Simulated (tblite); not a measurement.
C2H7BF2Si2.
SMILES with atom numbers: `[F:1][B:2]([F:3])/[C:4]([SiH3:5])=[CH:6]\[SiH3:7]` (hydrogens: H8, H9, H10 on Si5; H11 on C6; H12, H13, H14 on Si7)

Computed with GFN2-xTB (tblite), gas phase: L-BFGS steps from a force-field or distance-geometry start until the largest atomic force falls under 0.01 eV/Å.

Step 56: E = -600.5474 eV
```
atom  x, y, z in Å  |  force x, y, z in eV/Å
F1      1.0130    2.1303    0.1088    0.006   0.015   0.001
B2     -0.2042    1.6131    0.0220    0.014   0.009  -0.006
F3     -1.1551    2.5333   -0.0355    0.004  -0.008  -0.002
C4     -0.5041    0.1021    0.0022    0.002  -0.006   0.013
Si5    -2.3263   -0.4188   -0.0688   -0.005  -0.026  -0.003
C6      0.4903   -0.8047    0.0213    0.002   0.004   0.003
Si7     2.3498   -0.4429    0.0438   -0.040   0.011   0.001
H8     -3.1140    0.3387    0.9038    0.021   0.006  -0.006
H9     -2.8204   -0.1812   -1.4274   -0.010   0.012   0.000
H10    -2.3779   -1.8483    0.2457    0.005  -0.027   0.001
H11     0.2085   -1.8549    0.0190    0.003   0.022  -0.005
H12     3.0179   -1.7491   -0.0100   -0.019   0.003   0.003
H13     2.7181    0.3413   -1.1331    0.010  -0.008  -0.010
H14     2.7037    0.2407    1.2861    0.007  -0.008   0.009
```

Step 57: E = -600.5476 eV
```
atom  x, y, z in Å  |  force x, y, z in eV/Å
F1      1.0117    2.1302    0.1071    0.005   0.012  -0.002
B2     -0.2048    1.6118    0.0168    0.014   0.017   0.004
F3     -1.1558    2.5315   -0.0468    0.003  -0.008  -0.005
C4     -0.5046    0.1009    0.0030    0.017  -0.018   0.005
Si5    -2.3269   -0.4190   -0.0683   -0.002  -0.026  -0.003
C6      0.4903   -0.8054    0.0250    0.015  -0.003   0.004
Si7     2.3506   -0.4425    0.0455   -0.070   0.011   0.001
H8     -3.1085    0.3302    0.9152    0.015   0.006  -0.002
H9     -2.8245   -0.1641   -1.4225   -0.012   0.009  -0.001
H10    -2.3792   -1.8520    0.2306    0.005  -0.022   0.000
H11     0.2096   -1.8565    0.0262    0.003   0.037  -0.005
H12     3.0194   -1.7474   -0.0081   -0.013  -0.011   0.003
H13     2.7169    0.3399   -1.1326    0.012  -0.001  -0.016
H14     2.7049    0.2418    1.2868    0.009  -0.003   0.015
```

Step 58: E = -600.5479 eV
```
atom  x, y, z in Å  |  force x, y, z in eV/Å
F1      1.0095    2.1309    0.1045    0.003   0.007  -0.006
B2     -0.2058    1.6103    0.0090    0.012   0.022   0.019
F3     -1.1575    2.5285   -0.0639    0.002  -0.006  -0.008
C4     -0.5051    0.0993    0.0044    0.029  -0.026  -0.008
Si5    -2.3274   -0.4200   -0.0677    0.000  -0.020  -0.004
C6      0.4904   -0.8062    0.0305    0.025  -0.009   0.005
Si7     2.3511   -0.4416    0.0480   -0.087   0.009   0.002
H8     -3.0992    0.3175    0.9321    0.006   0.003   0.001
H9     -2.8306   -0.1385   -1.4146   -0.012   0.002   0.003
H10    -2.3815   -1.8580    0.2078    0.006  -0.012  -0.003
H11     0.2110   -1.8578    0.0369    0.004   0.045  -0.004
H12     3.0207   -1.7453   -0.0051   -0.008  -0.025   0.003
H13     2.7163    0.3375   -1.1323    0.012   0.006  -0.019
H14     2.7074    0.2430    1.2881    0.009   0.003   0.019
```

Step 59: E = -600.5482 eV
```
atom  x, y, z in Å  |  force x, y, z in eV/Å
F1      1.0068    2.1325    0.1022    0.003   0.003  -0.009
B2     -0.2071    1.6096    0.0026    0.007   0.018   0.031
F3     -1.1600    2.5257   -0.0790    0.001  -0.002  -0.011
C4     -0.5054    0.0981    0.0057    0.027  -0.021  -0.021
Si5    -2.3274   -0.4219   -0.0673    0.004  -0.008  -0.004
C6      0.4909   -0.8061    0.0354    0.024  -0.008   0.005
Si7     2.3507   -0.4404    0.0502   -0.067   0.004   0.002
H8     -3.0895    0.3062    0.9465   -0.004   0.000   0.007
H9     -2.8361   -0.1165   -1.4071   -0.012  -0.005   0.005
H10    -2.3844   -1.8637    0.1878    0.010  -0.003  -0.004
H11     0.2120   -1.8575    0.0456    0.005   0.034  -0.004
H12     3.0200   -1.7443   -0.0021   -0.007  -0.029   0.003
H13     2.7176    0.3346   -1.1325    0.006   0.009  -0.014
H14     2.7112    0.2432    1.2898    0.004   0.008   0.015
```

Q: Estimate the geometry and energy of step 60. (The exact step hangs on the optimiser's Hessian estimate; all steps are aligned on step 59, rigid shifts and turns removed.)

A: E = -600.5484 eV, largest force 0.031 eV/Å
```
atom  x, y, z in Å  |  force x, y, z in eV/Å
F1      1.0054    2.1336    0.1008    0.003   0.003  -0.008
B2     -0.2077    1.6093   -0.0007    0.002   0.010   0.029
F3     -1.1615    2.5239   -0.0881    0.003  -0.001  -0.010
C4     -0.5049    0.0973    0.0059    0.014  -0.006  -0.023
Si5    -2.3271   -0.4230   -0.0672    0.001   0.001  -0.002
C6      0.4916   -0.8062    0.0383    0.010  -0.002   0.003
Si7     2.3498   -0.4396    0.0515   -0.022  -0.001   0.002
H8     -3.0842    0.2992    0.9551   -0.003  -0.006   0.004
H9     -2.8398   -0.1038   -1.4025   -0.009  -0.010   0.010
H10    -2.3864   -1.8671    0.1760    0.013   0.006  -0.006
H11     0.2123   -1.8569    0.0508    0.006   0.013  -0.004
H12     3.0193   -1.7442   -0.0003   -0.013  -0.020   0.003
H13     2.7188    0.3333   -1.1328   -0.001   0.006  -0.003
H14     2.7136    0.2436    1.2910   -0.002   0.006   0.006
```

The energy changes by -0.0002 eV. The first-order estimate −F·Δx gives -0.0003 eV and the mean of the old and new forces, exact on a quadratic surface, -0.0002 eV. The step makes an angle of 85° with the force vector and moves no atom by more than 0.014 Å.

The cost below is that of the whole relaxation. Time: 0.41 s of wall time. Hardware: one thread of an Arm Neoverse V2, no GPU (shared host).
